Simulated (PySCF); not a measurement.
RbCl: input and log

State: ¹Σ⁺ (singlet), closed shell.

An equivalent input (the run itself took its basis sets from the Basis Set Exchange, started from a PBE0 density and held the occupation σ 7α 7β, πx 3α 3β, πy 3α 3β):

```python
from pyscf import gto, dft
mol = gto.M(atom='Rb 0 0 0; Cl 0 0 2.866', basis={'Rb': 'def2-SVPD', 'Cl': 'def2-SVPD'}, ecp={'Rb': 'def2-SVPD'},
            charge=0, spin=0, verbose=4, symmetry='C2v')
mf = dft.UKS(mol, xc='HYB_GGA_XC_B97_3')
mf.grids.atom_grid = (80, 434)
mf.grids.prune = dft.gen_grid.treutler_prune
mf.irrep_nelec = {'A1': (7, 7), 'B1': (3, 3), 'B2': (3, 3)}
mf.conv_tol = 1e-9
mf.max_cycle = 60
mf.diis_space = 10
mf.kernel()
```

The log (some set-up lines and the per-cycle HOMO/LUMO lines removed):

```
******** <class 'pyscf.dft.uks_symm.SymAdaptedUKS'> ********
method = SymAdaptedUKS
damping factor = 0
level_shift factor = 0
DIIS = <class 'pyscf.scf.diis.CDIIS'>
diis_start_cycle = 1
diis_space = 10
diis_damp = 0
SCF conv_tol = 1e-09
SCF conv_tol_grad = None
SCF max_cycles = 60
number electrons alpha = 13  beta = 13
Set gradient conv threshold to 3.16228e-05
init E= -484.196092155247
cycle= 1 E= -484.196172755829  delta_E= -8.06e-05  |g|= 0.00872  |ddm|= 0.0343
cycle= 2 E= -484.196175395916  delta_E= -2.64e-06  |g|= 0.00832  |ddm|= 0.0205
cycle= 3 E= -484.196214097734  delta_E= -3.87e-05  |g|= 0.000365  |ddm|= 0.0102
cycle= 4 E= -484.196214183698  delta_E= -8.6e-08  |g|= 3.78e-05  |ddm|= 0.000589
cycle= 5 E= -484.196214184472  delta_E= -7.73e-10  |g|= 1.68e-05  |ddm|= 5.38e-05
Extra cycle  E= -484.196214184554  delta_E= -8.19e-11  |g|= 1.32e-05  |ddm|= 2.7e-05
converged SCF energy = -484.196214184554  <S^2> = -8.8817842e-15  2S+1 = 1
```

Repeating this along the bond gives Re = 2.882 Å and ωe = 219 cm⁻¹.

A point of this curve took 0.45 CPU seconds beside 0.13 for the integrals, on AMD EPYC 7R43 64-Core (shared host).
